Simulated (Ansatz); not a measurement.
The cluster Si₆Mo⁻, relaxed as a doublet with UKS PBE-D4/def2-SVPD in Ansatz, starting from the GFN2-xTB geometry. Force threshold 0.02 eV/Å.

In the def2 sets Mo takes a core potential; there is no spin–orbit coupling. The structure comes from a short search, and lower isomers may exist.

Start:

Cartesian coordinates in Å:
```
Mo 0.000 0.000 0.000
Si -1.031 1.542 0.424
Si 1.585 1.051 0.032
Si -0.209 0.371 -1.854
Si -1.585 -1.052 -0.032
Si 0.208 -0.371 1.854
Si 1.031 -1.541 -0.425
```

```json
{"step": "1", "energy (eV)": "-49065.1938", "largest force component (eV/Å)": "13.181", "SCF passes": "71"}
{"step": "2", "energy (eV)": "-49077.7218", "largest force component (eV/Å)": "5.375", "SCF passes": "40"}
{"step": "3", "energy (eV)": "-49081.9290", "largest force component (eV/Å)": "1.867", "SCF passes": "28"}
{"step": "4", "energy (eV)": "-49082.9423", "largest force component (eV/Å)": "0.401", "SCF passes": "28"}
{"step": "5", "energy (eV)": "-49083.2420", "largest force component (eV/Å)": "0.611", "SCF passes": "84"}
{"step": "6", "energy (eV)": "-49083.6813", "largest force component (eV/Å)": "0.286", "SCF passes": "61"}
{"step": "7", "energy (eV)": "-49083.8504", "largest force component (eV/Å)": "0.388", "SCF passes": "78"}
{"step": "8", "energy (eV)": "-49084.0279", "largest force component (eV/Å)": "0.212", "SCF passes": "48"}
{"step": "9", "energy (eV)": "-49084.2314", "largest force component (eV/Å)": "0.721", "SCF passes": "86"}
{"step": "10", "energy (eV)": "-49084.7111", "largest force component (eV/Å)": "0.384", "SCF passes": "34"}
{"step": "11", "energy (eV)": "-49084.9049", "largest force component (eV/Å)": "0.224", "SCF passes": "31"}
{"step": "12", "energy (eV)": "-49084.9300", "largest force component (eV/Å)": "0.077", "SCF passes": "29"}
{"step": "13", "energy (eV)": "-49084.9371", "largest force component (eV/Å)": "0.019", "SCF passes": "23"}
{"step": "14", "energy (eV)": "-49084.9390", "largest force component (eV/Å)": "0.019", "SCF passes": "23"}
{"step": "15", "energy (eV)": "-49084.9399", "largest force component (eV/Å)": "0.060", "SCF passes": "25"}
{"step": "16", "energy (eV)": "-49084.9588", "largest force component (eV/Å)": "0.278", "SCF passes": "29"}
{"step": "17", "energy (eV)": "-49085.0840", "largest force component (eV/Å)": "0.608", "SCF passes": "35"}
{"step": "18", "energy (eV)": "-49085.3422", "largest force component (eV/Å)": "0.868", "SCF passes": "36"}
{"step": "19", "energy (eV)": "-49085.7298", "largest force component (eV/Å)": "1.127", "SCF passes": "33"}
{"step": "20", "energy (eV)": "-49086.1054", "largest force component (eV/Å)": "0.486", "SCF passes": "30"}
{"step": "21", "energy (eV)": "-49086.3528", "largest force component (eV/Å)": "0.150", "SCF passes": "30"}
{"step": "22", "energy (eV)": "-49086.3683", "largest force component (eV/Å)": "0.092", "SCF passes": "26"}
{"step": "23", "energy (eV)": "-49086.3689", "largest force component (eV/Å)": "0.057", "SCF passes": "27"}
{"step": "24", "energy (eV)": "-49086.3692", "largest force component (eV/Å)": "0.003", "SCF passes": "25"}
```

Force components are those of the run's own axes.

End:

```xyz
7

Mo    0.261    0.747    0.780
Si   -1.830    0.639   -0.884
Si    1.599   -0.013   -1.408
Si    0.127    1.805   -1.411
Si   -1.894   -0.284    1.263
Si   -0.207   -1.879    0.982
Si    1.944   -1.014    0.677
```

By distances, no bond broke or formed. The bond that changes most is Mo1–Si2, from 1.90 to 2.67 Å (atoms count from 1).

The force fell under the threshold at step 13, but the optimiser went on and released 1.432 eV more. No frequencies were taken in this run, so the end may be a saddle point.

Run time 2.6 min (4 threads of Arm Neoverse V1 on a shared host), peak host memory 0.63 GiB.
